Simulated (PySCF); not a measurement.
A GIAO shielding run with PySCF 2.14 (density fitting, non-relativistic, gas phase) on SMILES N[SiH2][C@@H]1[SiH2]CC[C@H]1F, C4H12FNSi2:

```
$ OMP_NUM_THREADS=1 python probes_run.py task.json out

{"job": {"kind": "nmr", "xc": "PBE0", "basis": "pcSseg-1"}, "charge": 0, "multiplicity": 1}
N      2.816751    -0.897116    -0.006544
Si     1.657574    -0.042079     0.941085
C      0.430861     0.727869    -0.287776
Si    -1.145100     1.454036     0.503454
C     -2.274052     0.060444    -0.135131
C     -1.315351    -1.001138    -0.679578
C     -0.104673    -0.297816    -1.277732
F     -0.507664     0.357720    -2.441070
H      3.201913    -0.450400    -0.823962
H      3.538368    -1.417145     0.465383
H      1.056986    -1.069072     1.794791
H      2.186252     1.048838     1.775999
H      0.967562     1.490703    -0.856328
H     -1.068548     1.499682     1.967104
H     -1.508698     2.771207    -0.025197
H     -2.935125    -0.364924     0.617021
H     -2.905584     0.424200    -0.945190
H     -1.796251    -1.628618    -1.432941
H     -0.958280    -1.642741     0.126811
H      0.657913    -1.012973    -1.608690
```

Hardware: 1 thread of an Intel Xeon, shared host. The job also computes population analyses, field gradients, ring-centre shieldings.

Q: How large is the calculation?

A: 80 electrons, 210 basis functions and 1131 auxiliary functions.

Q: How long does it take, and how much memory does it need?

A: 2.1 min of wall time, with 13 SCF cycles and 4 response iterations; peak memory 1 GiB. Times on a shared host scatter by some tens of per cent.
